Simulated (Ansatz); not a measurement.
```xyz
14

C    -1.4105   -1.9258   -0.6898
C    -1.0526   -1.0538    0.5135
B     0.0638   -0.0022    0.2272
S    -0.0573    1.6614    0.8826
Si    1.8140    2.4456    0.1763
H    -2.1303   -2.7027   -0.4220
H    -0.5244   -2.4166   -1.0995
H    -1.8538   -1.3307   -1.4920
H    -1.9490   -0.5988    0.9459
H    -0.6377   -1.6974    1.3060
H     1.0312   -0.3000   -0.4185
H     2.9456    1.6833    0.7579
H     1.8870    3.8610    0.6163
H     1.8740    2.3768   -1.3040
```

Total charge 0; spin multiplicity 1.

Q: List the PBE/def2-TZVPP orbital energies in eV (Ansatz 0.2.0). (Best estimate.)

A: Ansatz gave: Occupied: -2395.73, -1780.11, -268.73, -268.58, -208.72, -177.40, -154.82, -154.74, -154.72, -137.83, -94.60, -94.54, -94.53, -18.90, -18.18, -15.25, -13.22, -11.71, -10.86, -10.12, -9.53, -8.94, -8.76, -8.64, -8.22, -7.58, -7.12, -6.81. Lowest empty: -2.05, -0.71, 0.10, 0.48, 0.63, 0.73, 1.43, 1.55.
